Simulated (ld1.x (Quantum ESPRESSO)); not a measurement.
## Ranking PAW potentials for Ge (Z = 32)

All share these settings but for the change named:

| Item | Value |
| --- | --- |
| Element | Ge (Z = 32) |
| Generator | ld1.x (Quantum ESPRESSO) 7.5 |
| Type | PAW |
| Functional | LDA (PZ) |
| Relativity | scalar-relativistic |
| Frozen core | [Ar] |
| Valence charge | 14 |
| Reference configuration | 3d10 4s2 4p2 |
| Partial waves | 4s (bound): rcut 1.30, rcutus 1.80 bohr; 4s channel at 1.7 Ry: rcut 1.30, rcutus 1.80 bohr; 4p (bound): rcut 1.60, rcutus 2.10 bohr; 4p channel at 1.95 Ry: rcut 1.60, rcutus 2.10 bohr; 3d (bound): rcut 0.95, rcutus 1.15 bohr; 3d channel at -1.8 Ry: rcut 0.95, rcutus 1.15 bohr; 4f channel at 0.4 Ry: rcut 1.70, rcutus 2.05 bohr |
| Local potential | all-electron potential smoothed inside 1.85 bohr (lloc = -1) |
| Core correction | Bessel-smoothed model core inside 0.60 bohr |
| Augmentation charge | BESSEL, radius 1.05 bohr |

Cutoff: the first of the cutoffs (Ry, on a coarse ladder) from which the occupation-weighted sum of valence levels, in a spherical-Bessel basis at the reference potential, stays within 10 and 1 mRy of its value at 400 Ry; the density cutoff is not measured.

The base gives 120 Ry.

Of 8 variants that were run, those that failed, showed a ghost or another fault, or gave nearly equal values are left out.

A variant can come out equal or close to the base.

Question: Rank these variants from softest to hardest (loose cutoff).
A. waves 3d (bound): rcut 0.95, rcutus 1.44 bohr; 3d channel at -1.8 Ry: rcut 0.95, rcutus 1.44 bohr
B. waves 3d (bound): rcut 0.95, rcutus 1.70 bohr; 3d channel at -1.8 Ry: rcut 0.95, rcutus 1.70 bohr
C. waves 3d (bound): rcut 0.95, rcutus 1.34 bohr; 3d channel at -1.8 Ry: rcut 0.95, rcutus 1.34 bohr
D. waves 3d (bound): rcut 0.95, rcutus 1.06 bohr; 3d channel at -1.8 Ry: rcut 0.95, rcutus 1.06 bohr
E. waves 3d (bound): rcut 0.95, rcutus 1.18 bohr; 3d channel at -1.8 Ry: rcut 0.95, rcutus 1.18 bohr

Answer: B (40 Ry), A (55 Ry), C (80 Ry), E (110 Ry), D (140 Ry).
